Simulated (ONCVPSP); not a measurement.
## What the settings do to the ONCV potential of Ru

Base potential:

| Property | Result |
| --- | --- |
| Element | Ru (Z = 44) |
| Generator | ONCVPSP 4.0.1 |
| Type | optimised norm-conserving Vanderbilt (ONCV) |
| Functional | LDA (Perdew-Wang 92) |
| Relativity | scalar-relativistic |
| Frozen core | [Ar] 3d10 |
| Valence charge | 16 |
| Reference configuration | 4s2 4p6 4d7 5s1 |
| Partial waves | 4s+5s: rc 1.75 bohr, ncon 3, nbas 7, qcut 7.1 1/bohr, 2 projectors; 4p: rc 1.20 bohr, ncon 4, nbas 8, qcut 6.7 1/bohr, 3 projectors, debl 3.2 Ha; 4d: rc 2.35 bohr, ncon 4, nbas 9, qcut 5.6 1/bohr, 1 projector |
| Local potential | polynomial inside 0.90 bohr (lpopt 5, dvloc0 2 Ha) |
| Core correction | Teter function, fcfact 3, rcfact 1.35 |

All-electron outer shells of the reference configuration (LDA (PZ), scalar-relativistic, ld1.x):

| shell | level (eV) | outermost node (bohr) | outermost maximum (bohr) |
| --- | --- | --- | --- |
| 3d | -273.50 | – | 0.30 |
| 4s | -76.44 | 0.48 | 0.91 |
| 4p | -46.53 | 0.49 | 0.98 |
| 4d | -5.40 | 0.48 | 1.21 |
| 5s | -4.52 | 1.24 | 2.73 |

Cutoffs, loose and tight: the cutoffs (Ha) at which the residual kinetic energy of the hardest occupied pseudo-wave falls to 1 and 0.1 mHa per electron. They do not see the model core or the augmentation charge, which bear on the density cutoff. Test errors are all-electron minus pseudo excitation energies from the reference, over the configurations 4s2 4p6 4d7 5s0; 4s2 4p6 4d6 5s0; 4s2 4p6 4d5 5s0; 4s2 4p6 4d7.5 5s0.5. A dash means not determined; rows that change the core or the reference have their own tests.

1 further variants are left out, since the program set their typed debl aside.

| change | outcome | cutoff, loose | cutoff, tight | bound ghosts | GHOST(+) flags above zero | largest test error (meV) |
| --- | --- | --- | --- | --- | --- | --- |
| base | generated | 79 Ha | 140 Ha | none | s, d | +47 |
| d: ncon 3, nbas 8 | generated | 79 Ha | 140 Ha | none | s, d | +62 |
| local potential polynomial inside 1.10 bohr (lpopt 3, dvloc0 0 Ha) | generated | 79 Ha | 140 Ha | none | p | +46 |
| core correction Teter function, fcfact 3.3, rcfact 1.35 | generated | 79 Ha | 140 Ha | none | s, d | +46 |
| p: qcut 10.3 | generated | 39 Ha | 46 Ha | none | s, p, d | +46 |
| s: qcut 6.3; p: qcut 5.9; d: qcut 4.9 | generated | 115 Ha | 144 Ha | none | s, p, d | +79 |
| local potential polynomial inside 0.90 bohr (lpopt 5, dvloc0 1 Ha) | generated | 79 Ha | 140 Ha | none | s, d | +47 |
| s: nbas 6 | generated | 79 Ha | 140 Ha | none | s, d | +46 |
| s: nproj 4 | generated | 79 Ha | 140 Ha | none | s, d | +47 |

**Question.** What comes out with this change to the base: reference 4s2 4p6 4d7; wave 4s+5s: rc 1.75 bohr, ncon 3, nbas 7, qcut 7.1 1/bohr, 2 projectors becomes 4s: rc 1.75 bohr, ncon 3, nbas 7, qcut 7.1 1/bohr, 2 projectors, debl 2.8 Ha?

**Answer.** outcome: generated, projector energies reset by the program; cutoff, loose: 79 Ha; cutoff, tight: 140 Ha; bound ghosts: none; GHOST(+) flags above zero: s, d; largest test error (meV): +100.
